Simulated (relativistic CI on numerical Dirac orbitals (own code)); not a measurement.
## Cd XL: sensitivity of the levels to the model

Base calculation: Dirac-Coulomb-Breit CI, separate exchange-only KLI orbitals for each configuration, model QED (radiative potential, 1s self-energy scaled to tabulated hydrogen-like ionisation energies), unscaled Slater integrals.

Configuration list (outside the closed core 1s2): 2s²2p⁵, 2s2p⁶, 2p⁶3s, 2p⁶3p, 2p⁶3d, 2s²2p⁴3s, 2s²2p⁴3p, 2s²2p⁴3d, 2s2p⁵3s, 2s2p⁵3p, 2s2p⁵3d, 2s²2p⁴4s, 2s²2p⁴4p, 2s²2p⁴4d, 2s²2p⁴4f, 2s2p⁵4s. Levels of other configurations are missing.

Variants: (1) valence Slater integrals scaled by 0.9; (2) one mean potential for all configurations. Shifts of the energy above 2s²2p⁵ ²P°3/2, in eV, for the lowest level and the first level of each name with at least 55 % of one term (blank where a level changes its place among those of its configuration and J or its character, or is not in the variant):

| Level | Base | Δ(1) | Δ(2) |
| --- | --- | --- | --- |
| 2s²2p⁵ ²P°3/2 | 0.00 | 0.00 | 0.00 |
| 2s²2p⁵ ²P°1/2 | 198.68 | +0.02 | -0.01 |
| 2s2p⁶ ²S1/2 | 460.70 | +0.15 | +0.25 |
| 2s²2p⁴3s ⁴P5/2 | 3328.45 | +0.92 | +0.67 |
| 2s²2p⁴3s ²P3/2 | 3335.11 | +0.24 | +0.74 |
| 2s²2p⁴3s ²S1/2 | 3362.57 | -1.87 | +0.42 |
| 2s²2p⁴3p ²P°1/2 | 3432.24 | -1.09 | +0.33 |
| 2s²2p⁴3p ⁴D°7/2 | 3455.16 | +0.99 | +0.61 |
| 2s²2p⁴3s ⁴P3/2 | 3524.33 | +1.64 | +1.04 |
| 2s²2p⁴3s ²P1/2 | 3530.05 | +1.07 | +1.11 |
| 2s²2p⁴3s ²D3/2 | 3544.34 | -0.36 | +0.95 |
| 2s²2p⁴3d ⁴F9/2 | 3554.74 | +1.03 | +0.62 |
| 2s²2p⁴3p ⁴P°1/2 | 3594.94 | +2.06 | +0.88 |
| 2s²2p⁴3p ²F°5/2 | 3612.91 | -0.12 | +0.82 |
| 2s²2p⁴3p ⁴D°5/2 | 3648.88 | +1.99 | +0.92 |
| 2s²2p⁴3p ²F°7/2 | 3665.80 | -0.07 | +0.86 |
| 2s²2p⁴3d ⁴D1/2 | 3732.40 | +2.41 | +0.92 |
| 2s²2p⁴3d ⁴F5/2 | 3745.19 | +0.95 | +0.94 |
| 2s2p⁵3s ⁴P°5/2 | 3752.91 | +2.01 | +0.40 |
| 2s²2p⁴3d ²G7/2 | 3753.31 | -0.06 | +0.86 |
| 2s²2p⁴3d ²G9/2 | 3764.94 | +0.09 | +0.89 |
| 2s2p⁵3s ²P°3/2 | 3766.53 | +0.78 | +0.51 |

At this charge energies of transitions that change n are usually good to better than 1 %, and those within a shell (Δn = 0) to a few per cent.

Ionisation energy from the two ground configurations alone: base 6031.58 eV. The NIST ASD value (semi-empirical) is 6039 eV.

LS names give the leading component of a level, which can be under half, so a name can repeat, a term be missing and a line seem to break the LS rules.
